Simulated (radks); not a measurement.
Q: Isoelectronic series with 8 electrons, all held in the configuration [He] 2s2 2p4, which need not be the ground one along the series. Calculated with a radial shooting solver on a logarithmic mesh with Libxc functionals: scalar-relativistic Kohn-Sham, r2SCAN, spin-polarised, spherical densities, finite nucleus; open shells are filled with parallel spins first; meta-GGA in the generalised Kohn-Sham scheme; Fermi nuclear charge, rms radius of each element as measured or else 0.836 A^(1/3) + 0.57 fm. Total energies (hartree) and mean radii <r> (bohr):

ion    E (hartree)  2p down   2p up  2s down   2s up
O        -75.09032    1.354   1.213    1.166   1.123
F+       -99.14502    1.018  0.9592   0.9766  0.9492
Ne2+    -126.73483   0.8318  0.7974   0.8388  0.8198
Mg4+    -192.51066   0.6158  0.5993   0.6537  0.6430
Al5+    -230.70118   0.5462  0.5337   0.5888  0.5803
Si6+    -272.43252   0.4910  0.4813   0.5355  0.5286
P7+     -317.71031   0.4462  0.4383   0.4911  0.4854
S8+     -366.54100   0.4089  0.4024   0.4534  0.4486
Cl9+    -418.93176   0.3774  0.3720   0.4211  0.4170
Ar10+   -474.89043   0.3505  0.3458   0.3930  0.3895
K11+    -534.42551   0.3271  0.3231   0.3684  0.3654
Ca12+   -597.54607   0.3067  0.3032   0.3467  0.3440
Ti14+   -734.58310   0.2727  0.2699   0.3101  0.3079
V15+    -808.52089   0.2583  0.2559   0.2945  0.2925

Estimate the row of Sc13+.

A: E (hartree) -664.26181; 2p down 0.2887; 2p up 0.2856; 2s down 0.3274; 2s up 0.3250.
